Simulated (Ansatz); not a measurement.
`c1coc(-c2ccc(-c3ccc(-c4ccc(-c5ccc(-c6ccco6)o5)o4)o3)o2)c1`. Charge 0, multiplicity 1. Geometry r2SCAN-D4/def2-SVP.

```xyz
44

C    -2.938   -7.343    5.327
C    -4.060   -6.736    5.825
O    -4.173   -5.474    5.334
C    -3.110   -5.263    4.509
C    -3.026   -3.984    3.875
C    -3.822   -2.855    3.914
C    -3.206   -1.902    3.061
C    -2.072   -2.508    2.554
C    -1.050   -2.078    1.657
C     0.083   -2.692    1.155
C     0.705   -1.747    0.300
C    -0.085   -0.612    0.334
C     0.014    0.658   -0.306
C    -0.769    1.798   -0.280
C    -0.139    2.737   -1.136
C     0.991    2.113   -1.634
C     2.020    2.528   -2.529
C     3.149    1.902   -3.026
C     3.779    2.841   -3.881
C     2.998    3.983   -3.856
C     3.115    5.254   -4.507
C     4.049    5.775   -5.383
C     3.616    7.100   -5.681
C     2.459    7.293   -4.972
O     2.149    6.181   -4.260
O     1.929    3.791   -3.033
O     1.085    0.849   -1.130
O    -1.153   -0.812    1.159
O    -1.961   -3.775    3.049
C    -2.313   -6.389    4.468
H    -2.598   -8.353    5.549
H    -4.847   -7.049    6.507
H    -4.736   -2.744    4.493
H    -3.540   -0.891    2.836
H     0.411   -3.704    1.386
H     1.620   -1.866   -0.276
H    -1.685    1.926    0.293
H    -0.459    3.750   -1.372
H     3.470    0.889   -2.792
H     4.696    2.704   -4.451
H     4.933    5.265   -5.761
H     4.101    7.820   -6.338
H     1.768    8.127   -4.871
H    -1.399   -6.503    3.891
```

Single mean-field runs in def2-SVP, def2-TZVP are fitted with def2-universal-jkfit.

Problem. Estimate the orbital energies around the gap (eV) in Ansatz with PBE-D4/def2-SVP, PBE-D4/def2-TZVP, r2SCAN-D4/def2-TZVP, PBE0-D4/def2-SVP, PBE0-D4/def2-TZVP.

Solution. 
| orbital | PBE-D4/def2-SVP | PBE-D4/def2-TZVP | r2SCAN-D4/def2-TZVP | PBE0-D4/def2-SVP | PBE0-D4/def2-TZVP |
| --- | --- | --- | --- | --- | --- |
| HOMO−9 | -7.12 | -7.18 | -7.46 | -8.48 | -8.48 |
| HOMO−8 | -7.03 | -7.09 | -7.36 | -8.38 | -8.37 |
| HOMO−7 | -6.98 | -7.04 | -7.31 | -8.32 | -8.31 |
| HOMO−6 | -6.94 | -6.99 | -7.26 | -8.26 | -8.27 |
| HOMO−5 | -6.89 | -6.96 | -7.22 | -8.20 | -8.20 |
| HOMO−4 | -6.83 | -6.89 | -7.12 | -8.06 | -8.05 |
| HOMO−3 | -6.31 | -6.34 | -6.53 | -7.43 | -7.40 |
| HOMO−2 | -5.56 | -5.60 | -5.75 | -6.57 | -6.55 |
| HOMO−1 | -4.81 | -4.85 | -4.95 | -5.69 | -5.66 |
| HOMO | -4.19 | -4.23 | -4.29 | -4.95 | -4.92 |
| LUMO | -2.33 | -2.42 | -2.38 | -1.76 | -1.80 |
| LUMO+1 | -1.80 | -1.92 | -1.83 | -1.11 | -1.19 |
| LUMO+2 | -1.23 | -1.36 | -1.23 | -0.43 | -0.53 |
| LUMO+3 | -0.66 | -0.81 | -0.64 | 0.23 | 0.11 |
| LUMO+4 | -0.16 | -0.31 | -0.09 | 0.81 | 0.69 |
| LUMO+5 | 0.24 | 0.04 | 0.30 | 1.29 | 1.08 |
